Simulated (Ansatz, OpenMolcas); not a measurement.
SnH2F (SMILES [F][SnH2]): the electronic atomisation energy, rung by rung

The species is SnH2F (4 atoms), meant as a doublet with charge 0. SMILES: `[F][SnH2]`. The coordinates come from a PBE0-D4/def2-TZVP relaxation.

Quantity: the electronic atomisation energy, in eV. The values are calculated. Electronic energies at fixed atoms, without zero-point motion or spin-orbit coupling.

```
                               level                kind     program  value (eV)  CPU time (all runs)
     UHF/def2-TZVPP (core potential)        Hartree–Fock  OpenMolcas        6.54                 24 s
  USVWN5/def2-TZVPP (core potential)                 LDA  OpenMolcas       11.19                 40 s
    UPBE/def2-TZVPP (core potential)                 GGA  OpenMolcas        9.63                 64 s
U-r2SCAN/def2-TZVPP (core potential)            meta-GGA  OpenMolcas        9.65                 97 s
 UM06-2X/def2-TZVPP (core potential)     hybrid meta-GGA  OpenMolcas        9.37                 69 s
                          FCI/STO-3G  exact in the basis      Ansatz       10.39                3.9 s
```

All-electron rows without a relativistic Hamiltonian named are non-relativistic, while core potentials hold scalar relativity, so basis and relativity change together. The values span 6.54 to 11.19 eV. High-level rows in very small sets aren't better than simpler rows in larger ones. CPU times are rough (shared hosts, several kinds of processor and program).
